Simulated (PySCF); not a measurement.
Cost of excited-state runs on SMILES C#CC1=CC=C[SiH2]1, C₆H₆Si

Geometry:
```csv
atom,x (Å),y (Å),z (Å)
C1,3.314,0.405,-0.564
C2,2.097,0.232,-0.508
C3,0.703,0.064,-0.391
C4,-0.116,-0.592,-1.283
C5,-1.551,-0.649,-0.961
C6,-1.970,-0.052,0.194
Si7,-0.439,0.684,1.012
H8,4.381,0.550,-0.625
H9,0.270,-1.059,-2.203
H10,-2.236,-1.165,-1.655
H11,-3.022,-0.046,0.510
H12,-0.455,2.189,1.133
H13,-0.096,0.086,2.355
```

PySCF with density fitting, on 1 thread of an Arm Neoverse V1, shared host. Command: `OMP_NUM_THREADS=1 python excited_run.py task.json out`

How long does each of these runs take, and how much memory?
- excited-state relaxation, PBE/cc-pVDZ; state S1; TDA; grid level 1
- excited-state relaxation, PBE/cc-pVDZ; state T1; UKS; grid level 1


| run | level | basis functions | wall time | peak memory (GiB) |
| --- | --- | --- | --- | --- |
| excited-state relaxation | PBE/cc-pVDZ | 132 | 4.5 min | 0.69 |
| excited-state relaxation | PBE/cc-pVDZ | 132 | 110 s | 0.58 |

Times from a shared host are rough.
